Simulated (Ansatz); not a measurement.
Geometry optimisation of CH$_{7}$O$_{2}$Si$_{2}$, SMILES `O[SiH]C[SiH2]O` radical.

```yaml
crystal:
  periodic: [false, false, false]
  atoms:
    - {symbol: O, position_ang: [0.599180, -1.882830, 0.185660]}
    - {symbol: Si, position_ang: [1.475840, -0.558300, 0.680530]}
    - {symbol: C, position_ang: [0.184480, 0.807500, 0.883750]}
    - {symbol: Si, position_ang: [-1.003540, 0.928730, -0.607530]}
    - {symbol: O, position_ang: [-1.591780, -0.542360, -0.952950]}
    - {symbol: H, position_ang: [1.020990, -2.727560, 0.062230]}
    - {symbol: H, position_ang: [2.499850, -0.319300, -0.342070]}
    - {symbol: H, position_ang: [0.698930, 1.753920, 1.036260]}
    - {symbol: H, position_ang: [-0.403070, 0.631830, 1.785000]}
    - {symbol: H, position_ang: [-0.257470, 1.457720, -1.755000]}
    - {symbol: H, position_ang: [-2.173430, 1.740930, -0.290470]}
    - {symbol: H, position_ang: [-1.049960, -1.290290, -0.685410]}
basis:
  gaussian: {orbitals: def2-TZVP}
magnetization: {spin_polarized: true, initial_magnetization: 1}
hamiltonian: {xc: pbe0, dispersion: d4}
relax: {f_tol: 0.005, max_steps: 150}
```

```sh
$ ansatz run in.yaml --threads 2 --pin off --events-out ev --progress --plain --max-ram 22528MiB --backend cuda --devices 0, --max-vram 18GiB
```

Shortened log:

```
Functional definition: PBE0
mean field -20992.27604381 eV, -771.4519155341 hartree, gradient 2.6e-5 eV, S^2 0.752143; 0 other end points of the search recorded, 0 dependent functions left out
relax step   1: F+E_penalty+E_count = -20992.53163407 eV  Δ(F+E_penalty+E_count) = +0.000e0 eV  max|allowed force component| = 6.644e-1 eV/Å  Δτ_max = 0.0000 Å  (32 SCF iters, accepted)
mean field -20992.34546651 eV, -771.4544667714 hartree, gradient 1.8e-5 eV, S^2 0.752144; 0 other end points of the search recorded, 0 dependent functions left out
relax step   2: F+E_penalty+E_count = -20992.60108495 eV  Δ(F+E_penalty+E_count) = -6.945e-2 eV  max|allowed force component| = 3.046e-1 eV/Å  Δτ_max = 0.0757 Å  (33 SCF iters, accepted)
mean field -20992.35651471 eV, -771.4548727852 hartree, gradient 1.1e-5 eV, S^2 0.752144; 0 other end points of the search recorded, 0 dependent functions left out
relax step   3: F+E_penalty+E_count = -20992.61231605 eV  Δ(F+E_penalty+E_count) = -1.123e-2 eV  max|allowed force component| = 1.285e-1 eV/Å  Δτ_max = 0.0355 Å  (34 SCF iters, accepted)
mean field -20992.36060441 eV, -771.4550230791 hartree, gradient 1.2e-5 eV, S^2 0.752145; 0 other end points of the search recorded, 0 dependent functions left out
relax step   4: F+E_penalty+E_count = -20992.61573826 eV  Δ(F+E_penalty+E_count) = -3.422e-3 eV  max|allowed force component| = 7.023e-2 eV/Å  Δτ_max = 0.0528 Å  (33 SCF iters, accepted)
mean field -20992.36226373 eV, -771.4550840579 hartree, gradient 1.2e-5 eV, S^2 0.752143; 0 other end points of the search recorded, 0 dependent functions left out
relax step   5: F+E_penalty+E_count = -20992.61785084 eV  Δ(F+E_penalty+E_count) = -2.113e-3 eV  max|allowed force component| = 5.154e-2 eV/Å  Δτ_max = 0.0404 Å  (34 SCF iters, accepted)
mean field -20992.36300285 eV, -771.4551112201 hartree, gradient 1.6e-5 eV, S^2 0.752147; 0 other end points of the search recorded, 0 dependent functions left out
relax step   6: F+E_penalty+E_count = -20992.61912162 eV  Δ(F+E_penalty+E_count) = -1.271e-3 eV  max|allowed force component| = 7.440e-2 eV/Å  Δτ_max = 0.0460 Å  (33 SCF iters, accepted)
mean field -20992.36362693 eV, -771.4551341545 hartree, gradient 1.2e-5 eV, S^2 0.752147; 0 other end points of the search recorded, 0 dependent functions left out
relax step   7: F+E_penalty+E_count = -20992.61982500 eV  Δ(F+E_penalty+E_count) = -7.034e-4 eV  max|allowed force component| = 5.318e-2 eV/Å  Δτ_max = 0.0398 Å  (33 SCF iters, accepted)
mean field -20992.36416003 eV, -771.4551537454 hartree, gradient 1.2e-5 eV, S^2 0.752143; 0 other end points of the search recorded, 0 dependent functions left out
relax step   8: F+E_penalty+E_count = -20992.62024326 eV  Δ(F+E_penalty+E_count) = -4.183e-4 eV  max|allowed force component| = 3.839e-2 eV/Å  Δτ_max = 0.0323 Å  (33 SCF iters, accepted)
mean field -20992.36423483 eV, -771.4551564946 hartree, gradient 1.0e-5 eV, S^2 0.752142; 0 other end points of the search recorded, 0 dependent functions left out
relax step   9: F+E_penalty+E_count = -20992.62037258 eV  Δ(F+E_penalty+E_count) = -1.293e-4 eV  max|allowed force component| = 3.271e-2 eV/Å  Δτ_max = 0.0227 Å  (34 SCF iters, accepted)
mean field -20992.36437673 eV, -771.4551617091 hartree, gradient 1.2e-5 eV, S^2 0.752139; 0 other end points of the search recorded, 0 dependent functions left out
relax step  10: F+E_penalty+E_count = -20992.62045868 eV  Δ(F+E_penalty+E_count) = -8.609e-5 eV  max|allowed force component| = 1.103e-2 eV/Å  Δτ_max = 0.0066 Å  (28 SCF iters, accepted)
mean field -20992.36441575 eV, -771.4551631433 hartree, gradient 1.3e-5 eV, S^2 0.752138; 0 other end points of the search recorded, 0 dependent functions left out
relax step  11: F+E_penalty+E_count = -20992.62047484 eV  Δ(F+E_penalty+E_count) = -1.616e-5 eV  max|allowed force component| = 3.448e-3 eV/Å  Δτ_max = 0.0032 Å  (27 SCF iters, accepted)
mean field -20992.36441575 eV, -771.4551631433 hartree, gradient 1.7e-5 eV, S^2 0.752138; 1 other end points of the search recorded, 0 dependent functions left out
Total energy: -20992.62050904 eV, -771.4645743979 hartree
Atom 0 at     0.623470    -1.896729     0.142761 Å, force     0.000541     0.003000     0.000452 eV/Å
Atom 1 at     1.447671    -0.556090     0.708585 Å, force    -0.000489    -0.002435    -0.000570 eV/Å
Atom 2 at     0.161324     0.773784     0.900336 Å, force     0.000908    -0.000324     0.000774 eV/Å
Atom 3 at    -0.980922     0.880832    -0.587961 Å, force    -0.003448     0.002815     0.002562 eV/Å
Atom 4 at    -1.746927    -0.552820    -0.818797 Å, force     0.002856    -0.001342     0.000533 eV/Å
Atom 5 at     1.144818    -2.674666    -0.063076 Å, force     0.000962    -0.001699    -0.000002 eV/Å
Atom 6 at     2.483657    -0.155378    -0.299070 Å, force    -0.000268     0.000485     0.000105 eV/Å
Atom 7 at     0.681468     1.729162     1.034046 Å, force     0.000504     0.000220    -0.000541 eV/Å
Atom 8 at    -0.439721     0.594153     1.797257 Å, force    -0.000017     0.000529    -0.001376 eV/Å
Atom 9 at    -0.155806     1.274683    -1.765731 Å, force     0.002082    -0.000337    -0.000222 eV/Å
Atom 10 at    -2.039024     1.902011    -0.381690 Å, force    -0.001023     0.000433    -0.000595 eV/Å
Atom 11 at    -1.179988    -1.318952    -0.666660 Å, force    -0.002609    -0.001345    -0.001120 eV/Å
Dipole moment:     0.457545    -0.187345     0.189082 e Å
```

Run time 26 s (2 threads of an AMD EPYC 7R13 on a shared host and a share of an NVIDIA H100 80 GB); peak host memory 0.94 GiB.
